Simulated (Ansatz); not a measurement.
# A barrier at the coupled-cluster level

Start structure (BSi$_{4}$H$_{10}$Cl$_{3}$O, singlet), relaxed at PBE0-D4/def2-TZVP:

B1  (0.585, -1.392, 2.100)
Cl2  (0.437, -1.041, 3.881)
Cl3  (2.226, -1.969, 1.581)
Cl4  (-0.761, -2.459, 1.459)
H5  (0.033, 0.624, 2.089)
O6  (0.385, 0.012, 1.429)
Si7  (-0.048, 0.265, -0.269)
Si8  (0.451, 2.535, -0.573)
Si9  (1.299, -1.083, -1.622)
Si10  (-2.348, -0.119, -0.523)
H11  (1.912, 2.779, -0.477)
H12  (-0.248, 3.336, 0.470)
H13  (-0.047, 2.937, -1.914)
H14  (0.860, -0.664, -2.986)
H15  (1.027, -2.525, -1.439)
H16  (2.734, -0.749, -1.459)
H17  (-2.850, 0.874, -1.513)
H18  (-2.633, -1.488, -1.015)
H19  (-3.013, 0.127, 0.783)
(Å)

The step: Si₄H₁₀O ([OH][Si]([SiH3])([SiH3])[SiH3]) + BCl₃ ([Cl][B]([Cl])[Cl]) → BSi₄H₉Cl₂O ([SiH3][Si]([SiH3])([SiH3])[O][B]([Cl])[Cl]) + HCl; bonds formed: Cl2–H5; dative contacts that become bonds: B1–O6; bonds broken: B1–Cl2, H5–O6. Ansatz 0.2.0; basis: def2-TZVPP and def2-QZVPP; cores frozen in the correlated methods. Extrapolation: Hartree–Fock as exp(−7.88 √X), correlation as X^−2.97. Energies below are by CCSD(T) at an estimated basis limit (MP2 extrapolated from triple and quadruple zeta, plus CCSD(T) − MP2 in triple zeta).

(1) What are the electronic barrier and the energy of the step, from the start structure to the end structure? (To be estimated.)

T1 diagnostic: at most 0.013.

Answers

(1) The calculation gives: Barrier 89.9 kJ/mol; step energy -25.1 kJ/mol (downhill); reverse barrier, their difference, 115.0 kJ/mol. Barrier and step energy count from the start structure, the reverse barrier from the end structure.

The saddle point: One imaginary mode of 1046i cm⁻¹.
```csv
pair,start (Å),saddle (Å),end (Å)
B1–O6,1.57,1.45,1.34
Cl2–H5,2.48,1.50,1.29
B1–Cl2,1.82,2.21,4.08
H5–O6,0.97,1.26,2.04
```

Zero-point energy (harmonic, PBE0-D4): ZPE is 262.6 kJ/mol at the start and 245.9 kJ/mol at the saddle, so the barrier goes from 89.9 to 73.2 kJ/mol.

The step is the kind of ligand exchange by which a precursor binds to a hydroxyl group, or is hydrolysed, in atomic layer deposition of oxides. Here a small cluster stands in for the surface site.

Labels in which every atom is bracketed show which atoms are joined, not bond orders.

For scale, one of the runs: CCSD(T)/def2-TZVPP, 496 basis functions, launched by `ansatz run in.yaml --threads 4 --pin off --events-out ev --progress --plain --max-ram 63488MiB --backend cuda --devices 0, --max-vram 37GiB`. Time: 30 s of wall clock on 4 CPU threads of an AMD EPYC 7R13 and a share of one NVIDIA H100; the host was shared. Peak host memory: 1.4 GiB.
